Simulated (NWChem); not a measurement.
System: CBrClF2; SMILES ClC(F)(F)Br

NWChem input:

```
start job
memory heap 200 mb stack 900 mb global 1100 mb
geometry units angstroms noautosym nocenter noautoz
  F     -1.159892     0.749722    -1.082262
  C     -0.410259     0.546464     0.000000
  F     -1.159892     0.749722     1.082262
  Cl     0.949194     1.700723     0.000000
  Br     0.210008    -1.318180     0.000000
end
basis spherical
  F library def2-svp
  C library def2-svp
  Cl library def2-svp
  Br library def2-svp
end
dft
  xc m06-2x
  iterations 150
end
cosmo
  do_cosmo_smd true
  solvent ethanol
end
task dft energy
```

Output (shortened):

```
             Northwest Computational Chemistry Package (NWChem) 7.3.0
             --------------------------------------------------------

                             Geometry "geometry" -> ""
                             -------------------------

 Output coordinates in angstroms (scale by  1.889725989 to convert to a.u.)

  No.       Tag          Charge          X              Y              Z
 ---- ---------------- ---------- -------------- -------------- --------------
    1 F                    9.0000    -1.15989200     0.74972200    -1.08226200
    2 C                    6.0000    -0.41025900     0.54646400     0.00000000
    3 F                    9.0000    -1.15989200     0.74972200     1.08226200
    4 Cl                  17.0000     0.94919400     1.70072300     0.00000000
    5 Br                  35.0000     0.21000800    -1.31818000     0.00000000

 Effective nuclear repulsion energy (a.u.)     437.4087944352

                                 NWChem DFT Module
                                 -----------------

 Summary of "ao basis" -> "ao basis" (spherical)
 ------------------------------------------------------------------------------
       Tag                 Description            Shells   Functions and Types
 ---------------- ------------------------------  ------  ---------------------
 F                          def2-svp                 6       14   3s2p1d
 C                          def2-svp                 6       14   3s2p1d
 Cl                         def2-svp                 8       18   4s3p1d
 Br                         def2-svp                12       32   5s4p3d

 in cosmo_initialize ...
 calling solv_data for solv:ethanol

 solvent parameters
 solvname_short: ethanol
 solvname_long:  ethanol
 dielec:       24.8520
 dielecinf:     1.8526
 nonaqueous SMD model solvent descriptors
 dielec:       24.8520
 sola:          0.3700
 solb:          0.4800
 solc:          0.0000
 solg:         31.6200
 solh:          0.0000
 soln:          1.3611

          ---------------
          -cosmo- solvent
          ---------------
 Cosmo: York-Karplus, doi: 10.1021/jp992097l
 dielectric constant -eps-     =  24.85
 screen = (eps-1)/(eps    )    =   0.95976
 surface charge correction     = lagrangian

   van der Waals surface
 --------------------------

 ---------- ATOMIC COORDINATES (A.U.) ------------ VDWR(ANG.) --
     1   -2.19187806    1.41676915   -2.04517863     1.730
     2   -0.77527709    1.03266722    0.00000000     1.850
     3   -2.19187806    1.41676915    2.04517863     1.730
     4    1.79371657    3.21390045    0.00000000     2.380
     5    0.39685758   -2.49099900    0.00000000     3.060
 number of segments per atom =        128
 number of   points per atom =        128
 atom (   nspa,  nppa )
 ----------------------
    1 (     56,     0 )       0
    2 (      0,     0 )       0
    3 (     56,     0 )       0
    4 (     84,     0 )       0
    5 (    102,     0 )       0
 number of -cosmo- surface points =      298
 molecular surface =    163.447 angstrom**2
 molecular volume  =    174.159 angstrom**3
 -lineq- algorithm             =   0
 -bem- low  level              =   3
 -bem- from -octahedral-
 gaussian surface charge width =   4.50000
 degree of switching           =   1.00000
 switching function tolerance  =   0.00010
 atomic radii =
 --------------
    1  9.000  1.730
    2  6.000  1.850
    3  9.000  1.730
    4 17.000  2.380
    5 35.000  3.060
 ...... end of -cosmo- initialization ......

 nat:                     5
 ixmem:                  1509
 calling mnsol_interface()
 G(SMD-CDS) energy (kcal/mol)  =    -1.845
 SMD-CDS SASA (angstrom**2)    =   129.594

            General Information
            -------------------
          SCF calculation type: DFT
          Wavefunction type:  closed shell.
          No. of atoms     :     5
          No. of electrons :    76
           Alpha electrons :    38
            Beta electrons :    38
          Charge           :     0
          Spin multiplicity:     1
          Use of symmetry is: off; symmetry adaption is: off
          Maximum number of iterations: 150
          AO basis - number of functions:    92
                     number of shells:    38
          Convergence on energy requested:  1.00D-06
          Convergence on density requested:  1.00D-05
          Convergence on gradient requested:  5.00D-04

              XC Information
              --------------
                       M06-2X Method XC Functional
                     Hartree-Fock (Exact) Exchange  0.540
                        M06-2X Exchange Functional  1.000
                      M06-2X Correlation Potential  1.000

             Grid Information
             ----------------
          Grid used for XC integration:  medium
          Radial quadrature: Mura-Knowles
          Angular quadrature: Lebedev.
          Tag              B.-S. Rad. Rad. Pts. Rad. Cut. Ang. Pts.
          ---              ---------- --------- --------- ---------
          F                   0.50       49           8.0       434
          C                   0.70       49           7.0       434
          Cl                  1.00       88           9.0       590
          Br                  1.15      112           8.0       590
          Grid pruning is: on
          Number of quadrature shells:   347
          Spatial weights used:  Erf1

      Superposition of Atomic Density Guess
      -------------------------------------

 Sum of atomic energies:       -3267.61916098

      Non-variational initial energy
      ------------------------------

 Total energy =   -3268.731083
 1-e energy   =   -5418.879795
 2-e energy   =    1712.739918
 HOMO         =      -0.368894
 LUMO         =       0.054823

   convergence    iter        energy       DeltaE   RMS-Dens  Diis-err
 ---------------- ----- ----------------- --------- --------- ---------
     COSMO gas phase
 d= 0,ls=0.0,diis     1  -3271.2153910788 -3.71D+03  2.01D-02  1.86D+00
 d= 0,ls=0.0,diis     2  -3271.0293812530  1.86D-01  1.18D-02  4.03D+00
 d= 0,ls=0.0,diis     3  -3271.4385550756 -4.09D-01  9.77D-04  4.36D-03
 d= 0,ls=0.0,diis     4  -3271.4389430891 -3.88D-04  2.47D-04  1.14D-03
 d= 0,ls=0.0,diis     5  -3271.4389427502  3.39D-07  5.33D-05  3.84D-05
 d= 0,ls=0.0,diis     6  -3271.4389457136 -2.96D-06  2.16D-05  5.37D-06
 d= 0,ls=0.0,diis     7  -3271.4389462356 -5.22D-07  7.16D-06  4.25D-07

   convergence    iter        energy       DeltaE   RMS-Dens  Diis-err
 ---------------- ----- ----------------- --------- --------- ---------
     COSMO solvation phase
 d= 0,ls=0.0,diis     1  -3271.4423381514 -3.39D-03  1.63D-04  5.38D-05
 d= 0,ls=0.0,diis     2  -3271.4423475375 -9.39D-06  3.55D-05  1.52D-05
 d= 0,ls=0.0,diis     3  -3271.4423488966 -1.36D-06  1.44D-05  2.21D-06
 d= 0,ls=0.0,diis     4  -3271.4423491421 -2.46D-07  3.75D-06  2.08D-07

         Total DFT energy =    -3271.442349142115
      One electron energy =    -5418.244713726771
           Coulomb energy =     1855.296006884681
    Exchange-Corr. energy =     -145.919887305982
 Nuclear repulsion energy =      437.408794435234

             COSMO energy =        0.017450570723

 Numeric. integr. density =       75.999995657284

                                COSMO-SMD solvation results
                                ---------------------------

             internal energy in gas <Psi(g)|H|Psi(g)> =     -3271.438946235632
         internal energy in solvent <Psi(s)|H|Psi(s)> =     -3271.438934441657
                               delta internal energy  =         0.000011793975 (    0.01 kcal/mol)
   total free energy in solvent <Psi(s)|H+V/2|Psi(s)> =     -3271.439408910170
 polarization energy contribution <Psi(s)|V/2|Psi(s)> =        -0.000474468513 (   -0.30 kcal/mol)
    total free energy in solvent including G(SMD-CDS) =     -3271.442349142115
                       G(SMD-CDS) energy contribution =        -0.002940231944 (   -1.85 kcal/mol)
     1 M fixed-concentration free energy of solvation =        -0.003402906483 (   -2.14 kcal/mol)

                       DFT Final Molecular Orbital Analysis
                       ------------------------------------

 Vector   36  Occ=2.000000D+00  E=-4.192610D-01
              MO Center=  7.8D-01,  1.5D+00,  2.0D-08, r^2= 1.8D+00
   Bfn.  Coefficient  Atom+Function         Bfn.  Coefficient  Atom+Function
  ----- ------------  ---------------      ----- ------------  ---------------
    55      0.605757  4 Cl pz                52      0.467028  4 Cl pz
    49      0.265483  4 Cl pz                 4     -0.127581  1 F  px
    32      0.127581  3 F  px                77      0.104509  5 Br pz
    74      0.102603  5 Br pz                 7      0.098144  1 F  px
    35     -0.098144  3 F  px                23      0.085732  2 C  pz

 Vector   37  Occ=2.000000D+00  E=-3.784210D-01
              MO Center=  2.1D-01, -1.1D+00, -5.3D-09, r^2= 2.0D+00
   Bfn.  Coefficient  Atom+Function         Bfn.  Coefficient  Atom+Function
  ----- ------------  ---------------      ----- ------------  ---------------
    77      0.585750  5 Br pz                74      0.526660  5 Br pz
    71     -0.346316  5 Br pz                55     -0.156860  4 Cl pz
    68      0.112283  5 Br pz                52     -0.111576  4 Cl pz
     5      0.084816  1 F  py                33     -0.084816  3 F  py
    49     -0.063536  4 Cl pz                 8     -0.060377  1 F  py

 Vector   38  Occ=2.000000D+00  E=-3.710622D-01
              MO Center=  3.1D-01, -7.3D-01,  4.7D-09, r^2= 2.9D+00
   Bfn.  Coefficient  Atom+Function         Bfn.  Coefficient  Atom+Function
  ----- ------------  ---------------      ----- ------------  ---------------
    75      0.506866  5 Br px                72      0.454622  5 Br px
    69     -0.298707  5 Br px                54      0.290825  4 Cl py
    76      0.222116  5 Br py                51      0.208315  4 Cl py
    73      0.199429  5 Br py                70     -0.130712  5 Br py
    48      0.117932  4 Cl py                53     -0.114689  4 Cl px

 Vector   39  Occ=0.000000D+00  E=-1.385289D-02
              MO Center=  1.7D-01, -3.8D-01,  2.9D-09, r^2= 2.9D+00
   Bfn.  Coefficient  Atom+Function         Bfn.  Coefficient  Atom+Function
  ----- ------------  ---------------      ----- ------------  ---------------
    76     -0.847567  5 Br py                17      0.832700  2 C  s
    65     -0.528169  5 Br s                 16      0.446508  2 C  s
    21      0.397999  2 C  px                22     -0.390911  2 C  py
    54      0.370618  4 Cl py                19     -0.317669  2 C  py
    18      0.304739  2 C  px                73     -0.294623  5 Br py

 Vector   40  Occ=0.000000D+00  E= 6.867439D-02
              MO Center=  1.7D-01,  8.8D-01,  2.8D-09, r^2= 2.5D+00
   Bfn.  Coefficient  Atom+Function         Bfn.  Coefficient  Atom+Function
  ----- ------------  ---------------      ----- ------------  ---------------
    22      0.657129  2 C  py                53      0.644325  4 Cl px
    19      0.586216  2 C  py                46     -0.581791  4 Cl s
    54      0.479158  4 Cl py                21      0.447008  2 C  px
    18      0.349437  2 C  px                76      0.272381  5 Br py
    75     -0.255216  5 Br px                16      0.228461  2 C  s

 Vector   41  Occ=0.000000D+00  E= 1.472911D-01
              MO Center= -1.8D-01,  4.0D-01,  4.2D-09, r^2= 2.5D+00
   Bfn.  Coefficient  Atom+Function         Bfn.  Coefficient  Atom+Function
  ----- ------------  ---------------      ----- ------------  ---------------
    23      1.218611  2 C  pz                 3      0.618659  1 F  s
    31     -0.618659  3 F  s                 20      0.528250  2 C  pz
    55     -0.326440  4 Cl pz                77     -0.303869  5 Br pz
     7      0.299138  1 F  px                35     -0.299138  3 F  px
     4     -0.216169  1 F  px                32      0.216169  3 F  px

     Multipole analysis of the density
     ---------------------------------

     L   x y z        total         alpha         beta         nuclear
     -   - - -        -----         -----         ----         -------
     0   0 0 0     -0.000000    -38.000000    -38.000000     76.000000

     1   1 0 0      0.177649     -0.050040     -0.050040      0.277729
     1   0 1 0     -0.052138      0.399336      0.399336     -0.850809
     1   0 0 1      0.000000      0.000000      0.000000      0.000000

     2   2 0 0    -34.234394    -92.263567    -92.263567    150.292740
     2   1 1 0      0.213088     -1.244198     -1.244198      2.701483
     2   1 0 1      0.000000      0.000000      0.000000      0.000000
     2   0 2 0    -32.611327   -233.956639   -233.956639    435.301952
     2   0 1 1      0.000000      0.000000      0.000000      0.000000
     2   0 0 2    -34.990251    -55.139926    -55.139926     75.289601
```

Level: M06-2X/def2-SVP, SMD on the gas-phase geometry. Coordinates come from a B3LYP/6-31G* (spherical d) optimisation. Solvent: ethanol.
